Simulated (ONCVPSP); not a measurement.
Scattering properties, ONCV potential for Tm

```
Element                 : thulium (Tm)
Generator               : ONCVPSP 4.0.1
Type                    : optimised norm-conserving Vanderbilt (ONCV)
Functional              : PBE
Relativity              : scalar-relativistic
Frozen core             : [Kr] 4d10
Valence charge          : 23
Reference configuration : 4f13 5s2 5p6 6s1.75 (charge +0.25)
Partial waves           : 5s+6s: rc 1.75 bohr, ncon 4, nbas 9, qcut 6.7 1/bohr, 2 projectors; 5p: rc 2.40 bohr, ncon 4, nbas 9, qcut 6.3 1/bohr, 2 projectors, debl 0.5 Ha; d scattering state at 0.03 Ha: rc 2.15 bohr, ncon 4, nbas 9, qcut 4.6 1/bohr, 2 projectors, debl 1.1 Ha; 4f: rc 0.80 bohr, ncon 5, nbas 9, qcut 22.1 1/bohr, 2 projectors, debl 2.9 Ha
Local potential         : polynomial inside 0.70 bohr (lpopt 1, dvloc0 0 Ha)
Core correction         : none
```

In the p channel the program set the typed energies aside and used -1.046, 0.250 Ha. In the d channel the program set the typed energies aside and used 0.050, 1.150 Ha.

The phase is arctan(r·R′/R) of the radial function R(r), unwrapped; energies in Ha, scanned from -4 to 5 Ha. A pole is an energy at which the radial function vanishes at the test radius. The pseudo phase is shifted by a multiple of π to meet the all-electron one at the reference energy, and phase errors are pseudo minus all-electron; the curves can meet again beyond the range given. Levels narrower than the energy grid can be missing from the lists of poles. Where the grid stepped over a known ghost or core level, its pole and its step of π were put in at the level’s energy.

For each channel, where are the poles, and over which energies does the pseudopotential scatter like the atom?

```tsv
channel	radius (bohr)	reference energy (Ha)	poles, all-electron	poles, pseudo	unbroken range about the reference energy with phases within 0.05 rad	phase error 1 Ha above the reference energy (rad)
s	1.77	-0.19	-1.34	-1.34	the whole range	-0.000
p	2.43	-1.05	-0.85, 3.21	-1.45, -0.85, 3.20	above -1.4	+0.000
d	2.18	0.05	1.03	1.03	the whole range	+0.000
f	0.81	-0.17	3.37	3.37	the whole range	+0.000
```

Note: ghosts flagged at negative energy: s at -366.4 eV, p at -39.5 eV; GHOST(+) flagged for d at 263.4 eV. A true bound ghost makes a file unfit for plane-wave use.

Phases in the s channel:

```json
{"E (Ha)": "-3.98", "all-electron": "1.160", "pseudo": "1.160"}
{"E (Ha)": "-3.74", "all-electron": "1.107", "pseudo": "1.107"}
{"E (Ha)": "-3.50", "all-electron": "1.031", "pseudo": "1.030"}
{"E (Ha)": "-3.26", "all-electron": "0.908", "pseudo": "0.908"}
{"E (Ha)": "-3.02", "all-electron": "0.689", "pseudo": "0.689"}
{"E (Ha)": "-2.78", "all-electron": "0.253", "pseudo": "0.253"}
{"E (Ha)": "-2.54", "all-electron": "-0.444", "pseudo": "-0.445"}
{"E (Ha)": "-2.30", "all-electron": "-0.985", "pseudo": "-0.985"}
{"E (Ha)": "-2.06", "all-electron": "-1.261", "pseudo": "-1.261"}
{"E (Ha)": "-1.82", "all-electron": "-1.411", "pseudo": "-1.411"}
{"E (Ha)": "-1.58", "all-electron": "-1.506", "pseudo": "-1.506"}
{"E (Ha)": "-1.34", "all-electron": "-1.572", "pseudo": "-1.572"}
{"E (Ha)": "-1.10", "all-electron": "-1.623", "pseudo": "-1.623"}
{"E (Ha)": "-0.86", "all-electron": "-1.667", "pseudo": "-1.667"}
{"E (Ha)": "-0.62", "all-electron": "-1.706", "pseudo": "-1.706"}
{"E (Ha)": "-0.38", "all-electron": "-1.745", "pseudo": "-1.745"}
{"E (Ha)": "-0.14", "all-electron": "-1.784", "pseudo": "-1.784"}
{"E (Ha)": "0.10", "all-electron": "-1.826", "pseudo": "-1.826"}
{"E (Ha)": "0.34", "all-electron": "-1.874", "pseudo": "-1.874"}
{"E (Ha)": "0.58", "all-electron": "-1.931", "pseudo": "-1.931"}
{"E (Ha)": "0.82", "all-electron": "-2.003", "pseudo": "-2.003"}
{"E (Ha)": "1.06", "all-electron": "-2.098", "pseudo": "-2.098"}
{"E (Ha)": "1.30", "all-electron": "-2.230", "pseudo": "-2.231"}
{"E (Ha)": "1.54", "all-electron": "-2.424", "pseudo": "-2.426"}
{"E (Ha)": "1.78", "all-electron": "-2.712", "pseudo": "-2.716"}
{"E (Ha)": "2.02", "all-electron": "-3.100", "pseudo": "-3.108"}
{"E (Ha)": "2.26", "all-electron": "-3.509", "pseudo": "-3.518"}
{"E (Ha)": "2.50", "all-electron": "-3.831", "pseudo": "-3.840"}
{"E (Ha)": "2.74", "all-electron": "-4.050", "pseudo": "-4.058"}
{"E (Ha)": "2.98", "all-electron": "-4.197", "pseudo": "-4.204"}
{"E (Ha)": "3.22", "all-electron": "-4.299", "pseudo": "-4.305"}
{"E (Ha)": "3.46", "all-electron": "-4.373", "pseudo": "-4.379"}
{"E (Ha)": "3.70", "all-electron": "-4.429", "pseudo": "-4.435"}
{"E (Ha)": "3.94", "all-electron": "-4.473", "pseudo": "-4.479"}
{"E (Ha)": "4.18", "all-electron": "-4.508", "pseudo": "-4.514"}
{"E (Ha)": "4.42", "all-electron": "-4.538", "pseudo": "-4.543"}
{"E (Ha)": "4.66", "all-electron": "-4.562", "pseudo": "-4.568"}
{"E (Ha)": "4.90", "all-electron": "-4.583", "pseudo": "-4.590"}
```
